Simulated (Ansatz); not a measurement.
`[SiH3][Si]1(Cl)C=C1` + `COBF` → `FBOC[SiH3]` + `Cl[SiH]1C=C1`  (formal exchange of groups at the Si–Si bond)

Calculated with Ansatz (gas phase, PBE0-D4/def2-TZVP geometries, no zero-point term in ΔE). CCSD(T)/CBS is the MP2 limit (def2-TZVPP, def2-QZVPP) plus CCSD(T) − MP2 in def2-TZVPP, frozen cores. Each species was taken in one conformer, which may not be the lowest.

```tsv
species	MP2/CBS(def2) energy (Eh)
`[SiH3][Si]1(Cl)C=C1`	-1116.93389
`COBF`	-240.26522
`FBOC[SiH3]`	-530.51417
`Cl[SiH]1C=C1`	-826.67558
```

Problem. Work out ΔE.

Solution. ΔE = (-530.51417) + (-826.67558) − (-1116.93389) − (-240.26522) = 0.00936 Eh = +24.6 kJ/mol. CCSD(T)/CBS gives +25.9 kJ/mol.

Largest T1 diagnostic among the species: 0.013.

In def2-TZVPP, CCSD(T) changes the Hartree–Fock value by +6.5 kJ/mol (the triples alone add +1.7 kJ/mol) and MP2 by +5.1 kJ/mol.
